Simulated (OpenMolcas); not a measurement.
Multiconfigurational calculation on La

Input:

```
&GATEWAY
Coord
1

La 0.0 0.0 0.0
Basis=ANO-R3
Group=XYZ
NoMove
AngMom=0.0 0.0 0.0
AMFI
&SEWARD
&RASSCF
FileOrb=start.orb
Symmetry=1
Spin=4
nActEl=3 0 0
Inactive=15 12
Ras2=6 0
CIRoot=20 20 1
SDav=20
CIMx=300
Iter=120 100
PrWF=0.3
OrbListing=Nothing
MaxOrb=0
Atom
>>> COPY $Project.JobIph JOB001
&RASSCF
FileOrb=start.orb
Symmetry=1
Spin=2
nActEl=3 0 0
Inactive=15 12
Ras2=6 0
CIRoot=70 70 1
SDav=70
CIMx=300
Iter=120 100
PrWF=0.3
OrbListing=Nothing
MaxOrb=0
Atom
>>> COPY $Project.JobIph JOB002
&RASSI
NrOfJobIphs=2 20 70
1 2 3 4 5 6 7 8 9 10 11 12 13 14 15 16 17 18 19 20
1 2 3 4 5 6 7 8 9 10 11 12 13 14 15 16 17 18 19 20 21 22 23 24 25 26 27
28 29 30 31 32 33 34 35 36 37 38 39 40 41 42 43 44 45 46 47 48 49 50 51
52 53 54 55 56 57 58 59 60 61 62 63 64 65 66 67 68 69 70
IphNames
JOB001
JOB002
EJob
SpinOrbit
DIPRint=1.0
SOCoupling=1000.0
Subsets=2
MEES
Property=10
'ANGMOM' 1 'ANGMOM' 2 'ANGMOM' 3 'MLTPL  1' 1 'MLTPL  1' 2 'MLTPL  1' 3
'AMFI' 1 'AMFI' 2 'AMFI' 3 'MLTPL  2' 6
SOProperty=3
'ANGMOM' 1 'ANGMOM' 2 'ANGMOM' 3
```

Launched by
```bash
OMP_NUM_THREADS=1 MOLCAS_MEM=2252 MOLCAS_PROJECT=a pymolcas a.inp > a.log  # once for each step of the input, in one work folder
```

A driver script runs the steps one by one and writes start.orb anew before each from the orbitals found so far.

Output, cut to the results:

```
--- SEWARD ---
Basis set label: LA.ANO-R...9S7P7D3F2G1H.

      Electronic valence basis set:
      ------------------
      Associated Effective Charge  57.000000 au
      Associated Actual Charge     57.000000 au
      Nuclear Model: Finite nucleus - Gaussian distribution
        Gaussian exponent, Xi/bohr**(-2):  1.74905E+08

      Shell  nPrim  nBasis  Cartesian Spherical Contaminant
         s      25       9        X
         p      18       7        X
         d      14       7                 X
         f       6       3                 X
         g       4       2                 X
         h       3       1                 X
                  Relativistic X2C integrals
                  Atomic mean-field integrals
--- RASSCF ---
Wave function specifications:
      -----------------------------

      Number of closed shell electrons          54
      Number of electrons in active shells       3
      Max number of holes in RAS1 space          0
      Max nr of electrons in RAS3 space          0
      Number of inactive orbitals               27
      Number of active orbitals                  6
      Number of secondary orbitals              82
      Spin quantum number                      1.5
      State symmetry                             1
Orbital specifications:
      -----------------------

      Symmetry species                           1   2
                                                ag  au
      Frozen orbitals                            0   0
      Inactive orbitals                         15  12
      Active orbitals                            6   0
      RAS1 orbitals                              0   0
      RAS2 orbitals                              6   0
      RAS3 orbitals                              0   0
      Secondary orbitals                        41  41
      Deleted orbitals                           0   0
      Number of basis functions                 62  53
      Number of CSFs                            20
      Number of root(s) required                20
      Iter CI   SX   CI       RASSCF       Energy    max ROT     max BLB   max BLB  Level Ln srch  Step   QN
          iter iter root      energy       change     param      element    value   shift minimum  type update
 Nr of preliminary CI iterations:   1
      Total energies have been shifted. Add                -8000.00 au
        1   1    5    0  -489.27645539    0.00E+00   7.19E-07   15  21 1  1.02E-06   0.24   0.00    SX    NO
        2   1    3    0  -489.27645539   -1.27E-11   2.07E-07   15  21 1  2.86E-07   0.24   0.00    SX    NO
        3   1    2    0  -489.27645539   -1.46E-11  -8.10E-08   10  13 2  6.16E-08   0.24   0.00    SX    NO
        4   1    2    0  -489.27645539    3.64E-12  -5.88E-08   21  24 1  5.50E-08   0.24   0.00    SX    NO
      Convergence after  4 iterations
        5   1    2    0  -489.27645539    1.64E-11  -5.88E-08   19  43 1  4.50E-08   0.24   0.00    SX    NO
      Natural orbitals and occupation numbers for root  1
      sym 1:   0.727487   0.272513  -0.000000   0.727487   0.272513   1.000000
      Natural orbitals and occupation numbers for root  2
      sym 1:   0.201939   0.201939  -0.000000   0.798061   0.798061   1.000000
      Natural orbitals and occupation numbers for root  3
      sym 1:   0.349716   0.650284   0.349716   0.650284  -0.000000   1.000000
::    RASSCF root number  1 Total energy:  -8489.30923605
::    RASSCF root number  2 Total energy:  -8489.30923605
::    RASSCF root number  3 Total energy:  -8489.30923605
::    RASSCF root number  4 Total energy:  -8489.30923605
::    RASSCF root number  5 Total energy:  -8489.30923605
::    RASSCF root number  6 Total energy:  -8489.30923605
::    RASSCF root number  7 Total energy:  -8489.30923605
::    RASSCF root number  8 Total energy:  -8489.28245812
::    RASSCF root number  9 Total energy:  -8489.28245812
::    RASSCF root number 10 Total energy:  -8489.28245812
::    RASSCF root number 11 Total energy:  -8489.25974149
::    RASSCF root number 12 Total energy:  -8489.25974149
::    RASSCF root number 13 Total energy:  -8489.25974149
::    RASSCF root number 14 Total energy:  -8489.25974149
::    RASSCF root number 15 Total energy:  -8489.25974149
::    RASSCF root number 16 Total energy:  -8489.25974149
::    RASSCF root number 17 Total energy:  -8489.25974149
::    RASSCF root number 18 Total energy:  -8489.23296356
::    RASSCF root number 19 Total energy:  -8489.23296356
...
--- RASSI ---
SPIN-FREE ENERGIES:
  (Shifted by EMIN (a.u.) =      -8489.3092360470)

 SF State       Relative EMIN(au)   Rel lowest level(eV)    D:o, cm**(-1)      L_eff

     1             0.0000000000        0.0000000000              0.0000         3.0
     2             0.0000000000        0.0000000000              0.0000         3.0
     3             0.0000000000        0.0000000000              0.0000         3.0
     4             0.0000000000        0.0000000000              0.0000         3.0
     5             0.0000000000        0.0000000000              0.0000         3.0
     6             0.0000000000        0.0000000000              0.0000         3.0
     7             0.0000000000        0.0000000000              0.0000         3.0
    21             0.0001370825        0.0037302044             30.0861         2.0
    22             0.0001370825        0.0037302044             30.0861         2.0
    23             0.0001370825        0.0037302044             30.0861         2.0
    24             0.0001370825        0.0037302044             30.0861         2.0
    25             0.0001370825        0.0037302044             30.0861         2.0
     8             0.0267779270        0.7286645138           5877.0757         1.0
     9             0.0267779270        0.7286645138           5877.0757         1.0
    10             0.0267779270        0.7286645138           5877.0757         1.0
    26             0.0363906572        0.9902402278           7986.8261         1.0
    27             0.0363906572        0.9902402278           7986.8261         1.0
    28             0.0363906572        0.9902402278           7986.8261         1.0
    29             0.0385727121        1.0496169688           8465.7318         3.0
    30             0.0385727121        1.0496169688           8465.7318         3.0
    31             0.0385727121        1.0496169688           8465.7318         3.0
...
```

Levels above the lowest, from the spin-orbit matrix, grouped by J:

```json
{"Configuration": "5d2 6s", "Term": "4F", "J": "3/2", "E (cm-1)": "0.0", "g": "0.491", "Term weight %": "77", "Second": "23 5d 6s2 2D"}
{"Configuration": "5d2 6s", "Term": "4F", "J": "5/2", "E (cm-1)": "453", "g": "1.041", "Term weight %": "92", "Second": "7 5d 6s2 2D"}
{"Configuration": "5d 6s2", "Term": "2D", "J": "3/2", "E (cm-1)": "771", "g": "0.709", "Term weight %": "77", "Second": "23 5d2 6s 4F"}
{"Configuration": "5d2 6s", "Term": "4F", "J": "7/2", "E (cm-1)": "1003", "g": "1.238", "Term weight %": "100", "Second": ""}
{"Configuration": "5d 6s2", "Term": "2D", "J": "5/2", "E (cm-1)": "1367", "g": "1.189", "Term weight %": "92", "Second": "8 5d2 6s 4F"}
{"Configuration": "5d2 6s", "Term": "4F", "J": "9/2", "E (cm-1)": "1616", "g": "1.334", "Term weight %": "100", "Second": ""}
{"Configuration": "5d2 6s", "Term": "4P", "J": "1/2", "E (cm-1)": "6512", "g": "2.665", "Term weight %": "100", "Second": ""}
{"Configuration": "5d2 6s", "Term": "4P", "J": "3/2", "E (cm-1)": "6749", "g": "1.732", "Term weight %": "100", "Second": ""}
{"Configuration": "5d2 6s", "Term": "4P", "J": "5/2", "E (cm-1)": "7069", "g": "1.596", "Term weight %": "99", "Second": ""}
{"Configuration": "5d2 6s", "Term": "2P", "J": "1/2", "E (cm-1)": "8718", "g": "0.674", "Term weight %": "100", "Second": ""}
{"Configuration": "5d2 6s", "Term": "2F", "J": "5/2", "E (cm-1)": "8982", "g": "0.863", "Term weight %": "98", "Second": ""}
{"Configuration": "5d2 6s", "Term": "2P", "J": "3/2", "E (cm-1)": "9020", "g": "1.310", "Term weight %": "95", "Second": "5 2D"}
{"Configuration": "5d2 6s", "Term": "2F", "J": "7/2", "E (cm-1)": "9736", "g": "1.101", "Term weight %": "83", "Second": "16 2G"}
{"Configuration": "5d2 6s", "Term": "2G", "J": "9/2", "E (cm-1)": "10372", "g": "1.115", "Term weight %": "98", "Second": ""}
{"Configuration": "5d2 6s", "Term": "2G", "J": "7/2", "E (cm-1)": "10389", "g": "0.934", "Term weight %": "82", "Second": "16 2F"}
{"Configuration": "5d3", "Term": "4F", "J": "3/2", "E (cm-1)": "10925", "g": "0.507", "Term weight %": "75", "Second": "23 5d2 6s 2D"}
{"Configuration": "5d2 6s", "Term": "2D", "J": "3/2", "E (cm-1)": "11278", "g": "0.719", "Term weight %": "72", "Second": "24 5d3 4F"}
{"Configuration": "5d3", "Term": "4F", "J": "5/2", "E (cm-1)": "11309", "g": "1.084", "Term weight %": "68", "Second": "31 5d2 6s 2D"}
{"Configuration": "5d2 6s", "Term": "2D", "J": "5/2", "E (cm-1)": "11535", "g": "1.144", "Term weight %": "66", "Second": "32 5d3 4F"}
{"Configuration": "5d3", "Term": "4F", "J": "7/2", "E (cm-1)": "11886", "g": "1.234", "Term weight %": "99", "Second": ""}
{"Configuration": "5d3", "Term": "4F", "J": "9/2", "E (cm-1)": "12485", "g": "1.329", "Term weight %": "98", "Second": ""}
{"Configuration": "5d3", "Term": "4P", "J": "1/2", "E (cm-1)": "17415", "g": "2.664", "Term weight %": "100", "Second": ""}
{"Configuration": "5d3", "Term": "4P", "J": "3/2", "E (cm-1)": "17610", "g": "1.731", "Term weight %": "99", "Second": ""}
{"Configuration": "5d3", "Term": "4P", "J": "5/2", "E (cm-1)": "17933", "g": "1.600", "Term weight %": "100", "Second": ""}
```

Against the 21 measured excited levels shown (NIST Handbook of Basic Atomic Spectroscopic Data) the mean absolute deviation is 1500 cm-1; the largest miss in energy is 5d2 6s 4F 3/2: computed -771, measured 2668 cm-1 (-128.9 %). Levels of one J stand in another order than measured, so their pairing by name is doubtful. These deviations count from the computed level that pairs with the measured ground level.

Without dynamic correlation excited terms often stand tens of per cent too high (terms of higher spin than the ground term too low), and those without a measured partner can miss by more than the paired ones. Some levels mix across a computed gap that differs much from the measured one, so their mixing is not that of the real levels. The lowest computed level is not the ground level that NIST lists (2D3/2). Configurations are named by rounded mean occupations; where the s occupation lies near a half they are strongly mixed, a name can repeat and a true partner stay unpaired. A single d shell beside an s shell can misplace configurations of different d count against each other. Measured partners are found by configuration, term and J. A level has none where our copy of the source lacks it or the pairing is in doubt (some pairs that miss far off the trend of their configuration count as doubtful), and it then counts in no deviation. Levels of configurations outside the active space are missing. The table shows the lowest 24 of 37 levels.

The RASSCF and RASSI steps took 45 s on 1 thread of Arm Neoverse V1 (shared host); the integral step is not counted.

The term weight is that of the spin-free term in the level, not the purity of its configuration.
